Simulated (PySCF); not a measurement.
How methods differ on the excitation energy of Si²⁺

Si²⁺ [Ne] 3s2 (1S) → Si²⁺ [Ne] 3s1 3d1 (3D), as a difference of total energies. Computed with PySCF 2.14 in aug-cc-pV(T+d)Z with one added diffuse shell each of s, p, d, f type (7s6p5d3f, 71 functions), with the non-relativistic Hamiltonian (point nucleus). Correlated levels: valence: [Ne] frozen. The calculations carry no spin-orbit coupling.

```csv
method,excitation energy (cm⁻¹)
UHF,133900
MP2 (valence),139680
SCS-MP2 (valence),141880
CCSD (valence),141810
```

The promoted electron is Rydberg-like, and one or two diffuse shells describe it only roughly, which tends to raise the upper state.

With two correlated electrons CCSD is exact in that space.
